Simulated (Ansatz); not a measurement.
Consider the isomerisation: `FCC(F)OC(F)F` → `FCOC(F)C(F)F`.

Isolated molecules relaxed with PBE0-D4/def2-TZVP in Ansatz; ΔE leaves out vibrations. CBS: MP2 limit from def2 TZ/QZ plus the TZ coupled-cluster correction, frozen cores. Functionals use def2-TZVPP. One conformer a species, not always the lowest.

| level | ΔE (kJ/mol) |
| --- | --- |
| PBE-D4 | 17.6 |
| r2SCAN-D4 | 19.8 |
| B2PLYP | 18.3 |
| CCSD/def2-TZVPP | 19.2 |
| MP2/def2-QZVPP | 19.7 |
| SCS-MP2/def2-QZVPP | 18.4 |
| MP2/CBS(def2) | 19.6 |
| CCSD/CBS(def2) | 19.0 |

Q: What does CCSD(T)/CBS give? (An estimate is asked.)

A: Ansatz gave: +18.6 kJ/mol. The listed levels differ from it by -1.0, 1.2, -0.3, 0.6, 1.1, -0.2, 1.0, 0.4 kJ/mol.

Largest T1 diagnostic among the species: 0.012.
